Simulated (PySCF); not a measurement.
**Telling isomers of C5H6O3Si apart by NMR**

Computational details: σ from GIAO-PBE0/pcSseg-1, coordinates at the GFN2-xTB level, in PySCF (one computed conformer, no relativistic terms, isolated molecule, averaged over atoms made equivalent by symmetry, fast rotation or ring inversion).

Referencing at the same level of theory: TMS for 1H (σ = 31.72 ppm) and 13C (σ = 186.93 ppm). Where no couplings were computed, multiplicities follow the n + 1 count of equivalent neighbours, and m marks all less simple cases (inequivalent or close neighbours, rings, F or P nearby). Acid and N–H amide carbonyl carbons lie up to 10 ppm further downfield in solution (hydrogen bonding). Shifts are as computed. Against solution values, carbons near 30 ppm lie about +3 ppm off and those near 130 ppm about +5 ppm (rms about the fit 2.1 ppm; single classes can miss by 10 ppm). Of 1328 compounds with measured shifts, 309 miss one by over three times the rms of a fit or turn the order of signals round; such compounds aren't used in these exercises. Signals without a measured value on file couldn't be tested in this way; 1H shifts scatter by 0.2 ppm about their fit, and single ones miss by 0.5 ppm. OH and NH positions are gas-phase values without hydrogen bonding to other molecules.

(1) Tabulate the signals of `O=C1C=C(O[SiH3])C(=O)C1`, `O=C(O)c1coc([SiH3])c1` and their relative energies.

(2) What is the quickest way to tell O=C1C=C(O[SiH3])C(=O)C1 from O=C(O)c1coc([SiH3])c1?

Results:

(1) 
```json
{"SMILES": "O=C1C=C(O[SiH3])C(=O)C1", "carbon types": "3×C 1×CH 1×CH2", "δC": "210.7, 198.9, 175.0, 129.3, 43.3", "δH": "6.40 (s, 1H), 5.31 (s, 3H), 2.78 (s, 2H)", "E rel. (kcal/mol)": "0.0"}
{"SMILES": "O=C(O)c1coc([SiH3])c1", "carbon types": "3×C 2×CH", "δC": "167.0, 160.1, 155.0, 133.0, 124.8", "δH": "8.39 (m, 1H), 7.61 (m, 1H), 6.21 (br s, 1H), 4.49 (s, 3H)", "E rel. (kcal/mol)": "6.7"}
```

Energies are electronic energies at PBE0/pcSseg-1 on these geometries, without zero-point or thermal terms, each for the one conformer computed, which needn't be the lowest.

(2) Both give the same number of carbon signals, but DEPT or the intensities differ. The first has an sp3 CH2 α to a carbonyl at 43.3 ppm, the second a substituted aromatic carbon (C) at 124.8 ppm. Their most deshielded carbons lie at 210.7 and 167.0 ppm. In the proton spectra the most deshielded non-exchanging signals are 6.40 (s, 1H) and 8.39 (m, 1H).
